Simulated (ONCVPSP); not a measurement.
# oxygen (O): excitation energies, all-electron against ONCV

ONCVPSP 4.0.1 input, shortened (lines: element, Z, core and valence counts, functional; n l f; lmax; l rc ep ncon nbas qcut; lloc lpopt rc5 dvloc0; l nproj debl; icmod fcfact rcfact), PBEsol, scalar-relativistic:

```
  O 8.00    1    2  -116133      upf
    1    0    2.00
    2    0    2.00
    2    1    2.00
    1
    0    0.95    0.00    3    7    6.10
    1    0.95    0.00    4    7   11.70
    1    5    0.95    0.00
    0    2    1.70
    1    0    3.90
    0    0.00    0.00
```

In the s channel the program set the typed energies aside and used -2.136, 0.250 Ha.

Energies are relative to the spin-unpolarised reference configuration 2s2 2p2; without spin polarisation the order of configurations can differ from experiment.

```tsv
valence configuration	charge	ΔE all-electron (eV)	error AE − PS (meV)
2s2 2p4	0	-49.837	+40
2s2 2p1	+3	53.707	+60
2s0 2p6	0	-20.090	+291
```

What are ΔE and the potential's error for 2s2 2p3?

ΔE = -33.478 eV all-electron; the error (AE − PS) is +20 meV.

Levels in the configuration 2s2 2p4:

```
level  all-electron (eV)  pseudo (eV)
   2s            -23.809      -23.732
   2p             -8.974       -8.984
```
